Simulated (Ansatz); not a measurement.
Ansatz (a quantum-chemistry and plane-wave program) input for SeF3, SMILES [Se](F)(F)F, multiplicity 2, B3LYP-D3(BJ)/def2-SVP. 

Ansatz 0.2 input:
```yaml
crystal:
  periodic: [false, false, false]
  atoms:
    - {symbol: Se, position_ang: [0.12247630, -0.32539076, -0.00000000]}
    - {symbol: F, position_ang: [-0.26689153, -0.09343702, 1.82219993]}
    - {symbol: F, position_ang: [-0.26689153, -0.09343702, -1.82219993]}
    - {symbol: F, position_ang: [0.07109483, 1.41612804, 0.00000000]}
basis:
  gaussian:
    orbitals: def2-SVP
hamiltonian:
  xc: b3lyp
  dispersion: d3bj
magnetization: {spin_polarized: true, initial_magnetization: 1}
relax: {f_tol: 0.002, max_steps: 200}
```

Program output:

```
WARN ansatz: RAYON_NUM_THREADS=1 ignored (pool sized by the plan → 1); use --threads N
Functional definition: B3LYP
integrals: 0.02 GiB planned
737 factors; integrals over basis functions are off by at most 4.0e-4 eV
mean field: 0.45 GiB planned
mean field evaluation 1: about -73477.6661 eV, gradient 4.3e1 eV
mean field evaluation 2: about -73446.2158 eV, gradient 1.0e2 eV
mean field evaluation 4: about -73484.1549 eV, gradient 6.9e0 eV
mean field evaluation 8: about -73484.3233 eV, gradient 5.5e-2 eV
mean field evaluation 16: about -73484.3234 eV, gradient 3.4e-5 eV
mean field -73484.32335953 eV, -2700.4990739994 hartree, gradient 3.6e-5 eV, S^2 0.752754; 0 other end points of the search recorded, 0 dependent functions left out
the calculation of the forces begins
reference -73484.32349415 eV, -2700.4990789467 hartree; 31, 30 occupied and 43, 44 virtual orbitals, 737 factors
relax step   1: F+E_penalty+E_count = -73484.41149312 eV  Δ(F+E_penalty+E_count) = +0.000e0 eV  max|allowed force component| = 1.292e0 eV/Å  Δτ_max = 0.0000 Å  (32 SCF iters, accepted)
these checks for a lower state are left out or cut short: starts, cluster_reference, orbital_swaps, neighbouring_geometries, increment
integrals: 0.02 GiB planned
737 factors; integrals over basis functions are off by at most 3.9e-4 eV
mean field: 0.45 GiB planned
mean field -73484.47546124 eV, -2700.5046636342 hartree, gradient 1.0e-5 eV, S^2 0.752603; 0 other end points of the search recorded, 0 dependent functions left out
the calculation of the forces begins
reference -73484.47559567 eV, -2700.5046685743 hartree; 31, 30 occupied and 43, 44 virtual orbitals, 737 factors
relax step   2: F+E_penalty+E_count = -73484.56337448 eV  Δ(F+E_penalty+E_count) = -1.519e-1 eV  max|allowed force component| = 5.891e-1 eV/Å  Δτ_max = 0.0830 Å  (34 SCF iters, accepted)
these checks for a lower state are left out or cut short: starts, cluster_reference, orbital_swaps, neighbouring_geometries, increment
integrals: 0.02 GiB planned
737 factors; integrals over basis functions are off by at most 3.9e-4 eV
mean field: 0.45 GiB planned
mean field evaluation 32: about -73484.5009 eV, gradient 4.7e-4 eV
mean field -73484.50089515 eV, -2700.5055983131 hartree, gradient 4.9e-6 eV, S^2 0.752524; 0 other end points of the search recorded, 0 dependent functions left out
the calculation of the forces begins
reference -73484.50102869 eV, -2700.5056032205 hartree; 31, 30 occupied and 43, 44 virtual orbitals, 737 factors
relax step   3: F+E_penalty+E_count = -73484.58899243 eV  Δ(F+E_penalty+E_count) = -2.562e-2 eV  max|allowed force component| = 1.310e-1 eV/Å  Δτ_max = 0.0373 Å  (36 SCF iters, accepted)
these checks for a lower state are left out or cut short: starts, cluster_reference, orbital_swaps, neighbouring_geometries, increment
integrals: 0.02 GiB planned
737 factors; integrals over basis functions are off by at most 3.9e-4 eV
mean field: 0.45 GiB planned
mean field -73484.50946751 eV, -2700.5059133414 hartree, gradient 5.4e-6 eV, S^2 0.752483; 0 other end points of the search recorded, 0 dependent functions left out
the calculation of the forces begins
reference -73484.50960595 eV, -2700.5059184292 hartree; 31, 30 occupied and 43, 44 virtual orbitals, 737 factors
relax step   4: F+E_penalty+E_count = -73484.59760803 eV  Δ(F+E_penalty+E_count) = -8.616e-3 eV  max|allowed force component| = 2.388e-2 eV/Å  Δτ_max = 0.1701 Å  (40 SCF iters, accepted)
these checks for a lower state are left out or cut short: starts, cluster_reference, orbital_swaps, neighbouring_geometries, increment
integrals: 0.02 GiB planned
737 factors; integrals over basis functions are off by at most 3.9e-4 eV
mean field: 0.45 GiB planned
mean field -73484.50849574 eV, -2700.5058776296 hartree, gradient 2.1e-5 eV, S^2 0.752501; 0 other end points of the search recorded, 0 dependent functions left out
the calculation of the forces begins
reference -73484.50863372 eV, -2700.5058827002 hartree; 31, 30 occupied and 43, 44 virtual orbitals, 737 factors
relax step   5: F+E_penalty+E_count = -73484.59652491 eV  Δ(F+E_penalty+E_count) = +1.083e-3 eV  max|allowed force component| = 1.402e-1 eV/Å  Δτ_max = 0.0156 Å  (35 SCF iters, rejected (line search))
these checks for a lower state are left out or cut short: starts, cluster_reference, orbital_swaps, neighbouring_geometries, increment
integrals: 0.02 GiB planned
737 factors; integrals over basis functions are off by at most 3.9e-4 eV
mean field: 0.45 GiB planned
mean field -73484.50973742 eV, -2700.5059232606 hartree, gradient 2.2e-5 eV, S^2 0.752487; 0 other end points of the search recorded, 0 dependent functions left out
the calculation of the forces begins
reference -73484.50987564 eV, -2700.5059283400 hartree; 31, 30 occupied and 43, 44 virtual orbitals, 737 factors
relax step   6: F+E_penalty+E_count = -73484.59784599 eV  Δ(F+E_penalty+E_count) = -2.380e-4 eV  max|allowed force component| = 9.600e-3 eV/Å  Δτ_max = 0.0076 Å  (35 SCF iters, accepted)
these checks for a lower state are left out or cut short: starts, cluster_reference, orbital_swaps, neighbouring_geometries, increment
integrals: 0.02 GiB planned
737 factors; integrals over basis functions are off by at most 3.9e-4 eV
mean field: 0.45 GiB planned
mean field evaluation 64: about -73484.5100 eV, gradient 6.1e-4 eV
mean field -73484.51004222 eV, -2700.5059344617 hartree, gradient 5.5e-6 eV, S^2 0.752487; 0 other end points of the search recorded, 0 dependent functions left out
the calculation of the forces begins
reference -73484.51017879 eV, -2700.5059394804 hartree; 31, 30 occupied and 43, 44 virtual orbitals, 737 factors
relax step   7: F+E_penalty+E_count = -73484.59815816 eV  Δ(F+E_penalty+E_count) = -3.122e-4 eV  max|allowed force component| = 3.699e-3 eV/Å  Δτ_max = 0.0389 Å  (35 SCF iters, accepted)
these checks for a lower state are left out or cut short: starts, cluster_reference, orbital_swaps, neighbouring_geometries, increment
integrals: 0.02 GiB planned
737 factors; integrals over basis functions are off by at most 3.9e-4 eV
mean field: 0.45 GiB planned
mean field -73484.48768766 eV, -2700.5051129469 hartree, gradient 2.5e-5 eV, S^2 0.752568; 0 other end points of the search recorded, 0 dependent functions left out
the calculation of the forces begins
reference -73484.48782171 eV, -2700.5051178731 hartree; 31, 30 occupied and 43, 44 virtual orbitals, 737 factors
relax step   8: F+E_penalty+E_count = -73484.57579437 eV  Δ(F+E_penalty+E_count) = +2.236e-2 eV  max|allowed force component| = 3.811e-1 eV/Å  Δτ_max = 0.1489 Å  (38 SCF iters, rejected (line search))
these checks for a lower state are left out or cut short: starts, cluster_reference, orbital_swaps, neighbouring_geometries, increment
integrals: 0.02 GiB planned
737 factors; integrals over basis functions are off by at most 3.9e-4 eV
mean field: 0.45 GiB planned
mean field -73484.51008212 eV, -2700.5059359279 hartree, gradient 2.2e-5 eV, S^2 0.752488; 0 other end points of the search recorded, 0 dependent functions left out
the calculation of the forces begins
reference -73484.51021809 eV, -2700.5059409249 hartree; 31, 30 occupied and 43, 44 virtual orbitals, 737 factors
relax step   9: F+E_penalty+E_count = -73484.59819942 eV  Δ(F+E_penalty+E_count) = -4.127e-5 eV  max|allowed force component| = 8.283e-4 eV/Å  Δτ_max = 0.0111 Å  (34 SCF iters, accepted)
these checks for a lower state are left out or cut short: starts, cluster_reference, orbital_swaps, neighbouring_geometries, increment
integrals: 0.02 GiB planned
737 factors; integrals over basis functions are off by at most 3.9e-4 eV
mean field: 0.45 GiB planned
mean field -73484.51008272 eV, -2700.5059359500 hartree, gradient 8.7e-6 eV, S^2 0.752488; 0 other end points of the search recorded, 0 dependent functions left out
the calculation of the forces begins
reference -73484.51021852 eV, -2700.5059409405 hartree; 31, 30 occupied and 43, 44 virtual orbitals, 737 factors
relax step  10: F+E_penalty+E_count = -73484.59820097 eV  Δ(F+E_penalty+E_count) = -1.545e-6 eV  max|allowed force component| = 3.909e-4 eV/Å  Δτ_max = 0.0033 Å  (29 SCF iters, accepted)
integrals: 0.02 GiB planned
737 factors; integrals over basis functions are off by at most 3.9e-4 eV
mean field: 0.45 GiB planned
mean field evaluation 96: about -73456.1779 eV, gradient 9.2e1 eV
mean field -73484.51008272 eV, -2700.5059359500 hartree, gradient 8.7e-6 eV, S^2 0.752488; 1 other end points of the search recorded, 0 dependent functions left out
the calculation of the forces begins
reference -73484.51021852 eV, -2700.5059409405 hartree; 31, 30 occupied and 43, 44 virtual orbitals, 737 factors
Total energy: -73484.59833677 eV, -2700.5091792264 hartree
Atom 0 at    -0.065152    -0.262754    -0.000000 Å, force    -0.000306     0.000166    -0.000000 eV/Å
Atom 1 at    -0.181093    -0.150381     1.805267 Å, force     0.000157    -0.000091    -0.000391 eV/Å
Atom 2 at    -0.181093    -0.150381    -1.805267 Å, force     0.000157    -0.000091     0.000391 eV/Å
Atom 3 at     0.087127     1.467378     0.000000 Å, force    -0.000007     0.000016    -0.000000 eV/Å
Dipole moment:     0.026511    -0.337082    -0.000000 e Å
```

The calculation finished and met its thresholds.
